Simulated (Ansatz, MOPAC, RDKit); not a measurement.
Species: fluoro(trimethyl)silane, C$_{3}$H$_{9}$FSi, net charge 0, singlet state. SMILES: [Si](C)(C)(C)F

Atoms: C1, Si2, C3, C4, F5, H6, H7, H8, H9, H10, H11, H12, H13, H14. Bonds: C1-Si2, C1-H6, C1-H7, C1-H8, Si2-C3, Si2-C4, Si2-F5, C3-H9, C3-H10, C3-H11, C4-H12, C4-H13, C4-H14.

Bond lengths (Å) and angles (degrees) optimised at UFF with RDKit; PM7 with MOPAC; HF/6-31G* with Ansatz (a program for electronic structure), each started from the B3LYP-D3(BJ)/def2-TZVP structure (Ansatz) of the last column. A row stands for all coordinates that are equal there; 9 of 10 kinds are shown. 6-31G* holds six Cartesian d functions. No wavenumbers were computed at UFF, so these may be saddle points.

```csv
coordinate,UFF,PM7,HF/6-31G*,B3LYP-D3(BJ)/def2-TZVP
C1-Si2,1.867,1.863,1.877,1.865
C1-H6,1.109,1.105,1.088,1.093
C1-H7,1.109,1.107,1.087,1.092
Si2-F5,1.686,1.580,1.610,1.619
C1-Si2-C3,109.5,110.9,111.5,111.6
C1-Si2-F5,109.5,108.0,107.4,107.3
Si2-C1-H6,109.5,112.3,111.2,110.8
Si2-C1-H7,109.5,111.2,111.4,111.1
H6-C1-H7,109.5,107.4,107.6,107.8
```

Mean signed difference of all 13 bond lengths from B3LYP-D3(BJ)/def2-TZVP: UFF 0.017 Å, PM7 0.006 Å, HF/6-31G* -0.002 Å.
